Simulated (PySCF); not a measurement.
Molfile (atoms numbered from 1):
```
C4H9NSi
     RDKit          3D

 15 15  0  0  0  0  0  0  0  0999 V2000
    2.3380    0.1423   -0.1274 N   0  0  0  0  0  0  0  0  0  0  0  0
    0.8333   -0.1628    0.6632 Si  0  0  0  0  0  4  0  0  0  0  0  0
   -0.4052   -1.3848   -0.1387 C   0  0  0  0  0  0  0  0  0  0  0  0
   -1.5492   -0.5154   -0.5712 C   0  0  0  0  0  0  0  0  0  0  0  0
   -1.5091    0.7779   -0.2996 C   0  0  0  0  0  0  0  0  0  0  0  0
   -0.3217    1.3329    0.4266 C   0  0  0  0  0  0  0  0  0  0  0  0
    3.0691   -0.5459   -0.0580 H   0  0  0  0  0  0  0  0  0  0  0  0
    2.3294    0.5387   -1.0541 H   0  0  0  0  0  0  0  0  0  0  0  0
    1.1741   -0.4995    2.0466 H   0  0  0  0  0  0  0  0  0  0  0  0
   -0.7683   -2.1505    0.5490 H   0  0  0  0  0  0  0  0  0  0  0  0
   -0.0015   -1.9219   -1.0004 H   0  0  0  0  0  0  0  0  0  0  0  0
   -2.3768   -0.9736   -1.0958 H   0  0  0  0  0  0  0  0  0  0  0  0
   -2.3038    1.4545   -0.5845 H   0  0  0  0  0  0  0  0  0  0  0  0
    0.1276    2.1431   -0.1496 H   0  0  0  0  0  0  0  0  0  0  0  0
   -0.6401    1.7731    1.3721 H   0  0  0  0  0  0  0  0  0  0  0  0
  1  2  1  0
  2  3  1  0
  3  4  1  0
  4  5  2  0
  5  6  1  0
  6  2  1  0
  1  7  1  0
  1  8  1  0
  2  9  1  0
  3 10  1  0
  3 11  1  0
  4 12  1  0
  5 13  1  0
  6 14  1  0
  6 15  1  0
M  END
```

Geometry: GFN2-xTB; GIAO absolute shieldings from PySCF 2.14.0 with density-fitted response routines, gas phase, non-relativistic, averaged over equivalent atoms.

At PBE0/cc-pVDZ (133 basis functions, 11 s wall time on 1 thread of an Arm Neoverse V1, shared host):
```
  atoms  σ (ppm)
     N1    262.0
    Si2    417.7
  C4/C5     68.0
  C3/C6    177.5
H12/H13    25.70
     H9    26.68
H10/H15    30.11
H11/H14    30.43
  H7/H8    31.83
```

Task: What do these become at PBE0/pcSseg-1?

Result: 
```tsv
atoms	σ at PBE0/pcSseg-1	change
N1	250.9	-11.1
Si2	349.7	-68.0
C4/C5	48.8	-19.2
C3/C6	164.4	-13.1
H12/H13	25.62	-0.08
H9	26.60	-0.08
H10/H15	30.07	-0.04
H11/H14	30.37	-0.06
H7/H8	31.45	-0.38
```

The largest change is at Si2 (silicon bonded to 2 C, N, H, in a 5-membered ring). Cost: 154 basis functions, 16 s wall time on 1 thread of an Arm Neoverse V1, shared host.
